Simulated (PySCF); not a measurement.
C3H2O.

```xyz
6

C     -0.1019     1.8405     0.0000
C      0.2804     0.5657     0.0000
C     -0.0054    -0.7045     0.0000
O     -0.0639    -1.8770     0.0000
H      0.6321     2.6587     0.0000
H     -1.1597     2.1466     0.0000
```
Charge 0, spin multiplicity 1.

Coordinates come from a r2SCAN-D4/def2-SVP optimisation.

These are KT2/pcSseg-2 run with PySCF values and carry that method's errors. Non-relativistic, no solvent.

Give the absolute GIAO shielding of each atom: isotropic value and principal components (ppm). (The exact figures need the calculation; the answer reports its results.)


```tsv
atom	σ(iso)	σ11	σ22	σ33	span
C1	9.5	-103.8	-29.3	161.6	265.4
C2	-8.6	-196.4	18.2	152.4	348.8
C3	-49.4	-94.2	-31.7	-22.1	72.2
O4	-249.8	-747.3	-138.8	136.7	884.1
H5	22.8	21.2	23.2	24.0	2.8
H6	22.4	19.8	22.3	25.1	5.3
```
